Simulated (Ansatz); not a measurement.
Ansatz results at the PBE0-D4/def2-TZVP geometry: size of the dipole moment (ωB97M-V/def2-TZVPP) 2.17 D; HOMO–LUMO gap (B3LYP/def2-TZVPP) 6.17 eV; HOMO energy (PBE0/def2-TZVPP) -8.20 eV.

Each molecule was computed in one conformer, which needn't be the lowest.

Task: Which molecule gave them?
A. `C=C1CBN1`
B. `C=CC(=O)O`
C. `C[SiH2][AlH][SnH3]`
D. `[InH2][CH2]N1[SiH2][SiH2]1`

Result: B. The others give `[InH2][CH2]N1[SiH2][SiH2]1`: 1.03, 4.15, -6.15; `C[SiH2][AlH][SnH3]`: 0.93, 4.20, -6.95; `C=C1CBN1`: 0.86, 6.01, -6.61.

B3LYP here is the variant with VWN-RPA as its local correlation; programs differ in this.
